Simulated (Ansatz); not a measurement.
Diatomic MgBe, multiplicity 3 (an upper state: multiplicity 1 came lower at CCSD(T)/def2-TZVPP on PBE0 minima).

The constants come from a fifth-degree fit in 1/R (seven points, main isotopes). Runs in def2 and cc sets follow the lowest solution found near the PBE0 minimum.

Codes used: Ansatz (an electronic-structure program) with Gaussian orbitals. Each number belongs to the level named beside it.

Energies at PBE/def2-TZVPP:

| R (Å) | E (hartree) |
|---|---|
| 2.227250 | -214.53807948 |
| 2.287122 | -214.53989866 |
| 2.342205 | -214.54081137 |
| 2.404472 | -214.54110749 |
| 2.466739 | -214.54075528 |
| 2.538586 | -214.53969736 |
| 2.622407 | -214.53777485 |

With a reduced mass of 6.5508 u, find the minimum, the force constant and the constants.

A fifth-degree polynomial in 1/R puts the minimum at r_e = 2.3998 Å with force constant 73.8 N/m. Then ω_e = (1/2πc)√(k/μ) = 437 cm⁻¹ and B_e = h/(8π²cμr_e²) = 0.4469 cm⁻¹; the cubic and quartic terms give α_e = 0.0042 and ω_e x_e = 2.8 cm⁻¹.
